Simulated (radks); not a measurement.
All-electron atom: the lanthanum ion La+ in [Xe] 5d2 (the NIST ground configuration). Method: Dirac Kohn-Sham, PBE, spin-unpolarised, spherical densities, finite nucleus; open shells fill j = l - 1/2 first; Fermi nuclear charge, rms radius 4.855 fm; computed with a radial shooting solver on a logarithmic mesh with Libxc functionals.

Unscreened Slater integrals over Kohn-Sham orbitals (eV). Large and small components are both included. Empty in this configuration: 4f5/2.

| integral | value |
|---|---|
| F0(5d3/2,5d3/2) | 8.6026 |
| F2(5d3/2,5d3/2) | 4.3811 |
| F0(5d3/2,5p3/2) | 10.196 |
| F2(5d3/2,5p3/2) | 4.7506 |
| G1(5d3/2,5p3/2) | 5.4672 |
| G3(5d3/2,5p3/2) | 3.3560 |
| F0(5d3/2,5p1/2) | 10.314 |
| G1(5d3/2,5p1/2) | 5.1656 |
| F0(5d3/2,5s1/2) | 10.588 |
| G2(5d3/2,5s1/2) | 3.2922 |
| F0(5d3/2,4f5/2) | 10.947 |
| F2(5d3/2,4f5/2) | 3.0760 |
| G1(5d3/2,4f5/2) | 1.9286 |
| G3(5d3/2,4f5/2) | 1.4071 |
| F0(5p3/2,5p3/2) | 13.301 |
| F2(5p3/2,5p3/2) | 7.1648 |
| F0(5p3/2,5p1/2) | 13.595 |
| G2(5p3/2,5p1/2) | 7.2793 |
| F0(5p3/2,5s1/2) | 14.303 |
| G1(5p3/2,5s1/2) | 9.4523 |
| F0(5p3/2,4f5/2) | 15.401 |
| F2(5p3/2,4f5/2) | 5.8505 |
| G2(5p3/2,4f5/2) | 3.5744 |
| G4(5p3/2,4f5/2) | 2.6589 |
| F0(5p1/2,5p1/2) | 13.914 |
| F0(5p1/2,5s1/2) | 14.690 |
| G1(5p1/2,5s1/2) | 10.017 |
| F0(5p1/2,4f5/2) | 15.936 |
| G2(5p1/2,4f5/2) | 3.9252 |
| F0(5s1/2,5s1/2) | 15.643 |
| F0(5s1/2,4f5/2) | 17.323 |
| G3(5s1/2,4f5/2) | 3.9895 |
| F0(4f5/2,4f5/2) | 21.647 |
| F2(4f5/2,4f5/2) | 9.8948 |
| F4(4f5/2,4f5/2) | 6.1335 |
